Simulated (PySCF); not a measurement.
# Calcium: highly charged ions in a basis for the neutral atom

Ca¹⁵⁺ [He] 2s2 2p1, Ca¹⁶⁺ [He] 2s2. Calculation: PySCF 2.14, in def2-SVP; the non-relativistic Hamiltonian (point nucleus). No spin-orbit coupling, so a gap to NIST mixes the basis error with missing relativistic terms.

Changed run: basis of the neutral atom used for a highly charged ion. This setting is unsound on purpose.

```
species  method  sound run (hartree)  changed run (hartree)  converged
  Ca¹⁵⁺     UHF              not run             -504.07031        yes
  Ca¹⁵⁺    BP86              not run             -504.29140        yes
  Ca¹⁵⁺  r2SCAN              not run             -504.16231        yes
  Ca¹⁶⁺     UHF              not run             -468.62147        yes
  Ca¹⁶⁺    BP86              not run             -468.79415        yes
  Ca¹⁶⁺  r2SCAN              not run             -468.65662        yes
```

Ionisation energy of Ca¹⁵⁺:

```
method  changed run (eV)    NIST (eV)
   UHF            964.61  973.7 ± 0.3
  BP86            965.93  973.7 ± 0.3
r2SCAN            966.16  973.7 ± 0.3
```

The contracted functions were made for the neutral atom and can be too rigid for a highly charged ion.
